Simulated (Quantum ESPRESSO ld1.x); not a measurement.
Results of a calculation; reference values are marked as such.
Problem. The mean radii <r> (bohr) of the occupied orbitals of an atom or ion are listed with their occupations. Code: ld1.x of Quantum ESPRESSO 7.5. Model: Dirac Kohn-Sham, relativistic LDA (MacDonald-Vosko exchange, VWN5 correlation), spin-unpolarised, spherical densities, point nucleus.

orbital      occ.      <r>
1s1/2           2  0.06982
2s1/2           2   0.3260
2p1/2           2   0.2887
2p3/2           4   0.2914
3s1/2           2    1.010
3p1/2           2    1.082
3p3/2           4    1.090
3d3/2         0.8    1.514
3d5/2         1.2    1.519
4s1/2           1    3.167
7f5/2    0.428571    60.57
7f7/2    0.571429    60.57

Name the element and its charge. Open shells, if any, are shared by 2j + 1.

Solution. Z = 22, titanium, charge 0: Ti in [Ar] 3d2 4s1 7f1. The 1s radius gives Z: for a bare nucleus <r> = (2 gamma + 1)/(2Z) with gamma = sqrt(1 - (Z/c)^2), 0.06759 bohr for Z = 22, and screening makes it slightly larger (0.06982 here). The occupations add up to 22, and the charge is Z minus that.
